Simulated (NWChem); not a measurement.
Molecule: C$_{3}$H$_{4}$OS; SMILES S1CC(=O)C1

```xyz
9

O      0.0000     0.0000     2.1609
C      0.0000     0.0000     0.9593
C      0.0000    -1.1766    -0.0252
S      0.0000     0.0000    -1.4632
C      0.0000     1.1766    -0.0252
H     -0.8928    -1.8065     0.0446
H      0.8928    -1.8065     0.0446
H     -0.8928     1.8065     0.0446
H      0.8928     1.8065     0.0446
```
Atoms are numbered in this order, from 1.

All runs: NWChem. Pople sets run with spherical d functions. STO-3G and 3-21G are far too small for this property and stand as cheap habits. Structure relaxed at the B3LYP/6-31G* (spherical d) level. B3LYP is NWChem's, with the RPA form of VWN correlation. Field at 589 nm.

```csv
level,isotropic polarisability (bohr³),anisotropy (bohr³)
B3LYP/STO-3G,23.9,15.8
B3LYP/6-31G*,___,___
B3LYP/def2-SVP,46.8,21.3
```

Q: Some entries are withheld; supply them.

A: 
- B3LYP/6-31G*, isotropic polarisability (bohr³): 47.4
- B3LYP/6-31G*, anisotropy (bohr³): 22.5
